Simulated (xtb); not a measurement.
C2H5ClFNSi, SMILES C(/[Si@H](N)Cl)=C\F. All values are semi-empirical tight-binding results from xtb (GFN2-xTB unless named), good for trends rather than for accurate numbers. Geometry optimised at GFN2-xTB. The structure was generated by enumeration; whether it is a known compound was not checked. One conformer was computed; it need not be the lowest.

Optimised geometry:

```xyz
11

N     -2.1744     0.4283    -0.8231
Si    -0.7472    -0.4821    -0.5300
Cl    -0.8036    -0.9581     1.4277
C      0.8681     0.4326    -0.8634
C      1.7916     0.6774     0.0467
F      2.9249     1.3410    -0.2419
H     -2.3906     0.7567    -1.7479
H     -2.5371     1.0580    -0.1256
H     -0.8243    -1.6820    -1.3569
H      1.0568     0.7870    -1.8682
H      1.7547     0.3893     1.0871
```
Charge 0, spin multiplicity 1.

The orbital gap is 4.36 eV and the dipole moment is 2.97 D. The zero-point energy is 43.1 kcal/mol and the G − E(el) at 298.15 K (modified RRHO) comes out as 21.7 kcal/mol. The static polarisability (D4 model) is 76.8 bohr³ and the solvation energy, GFN2-xTB/ALPB(water) is -5.0 kcal/mol. The solvation energy, GFN2-xTB/ALPB(dmso) is -8.0 kcal/mol.

### Question
Give the atomic charges and the Wiberg bond orders between heavy atoms. (The exact figures need the calculation; the answer reports its results.)

### Answer
charges (e) N1 -0.39, Si2 0.51, Cl3 -0.26, C4 -0.16, C5 0.13, F6 -0.22, H7 0.16, H8 0.18, H9 -0.05, H10 0.05, H11 0.05. Bond orders N1–Si2 1.17, Si2–Cl3 1.05, Si2–C4 0.87, C4–C5 1.91, C5–F6 0.97.
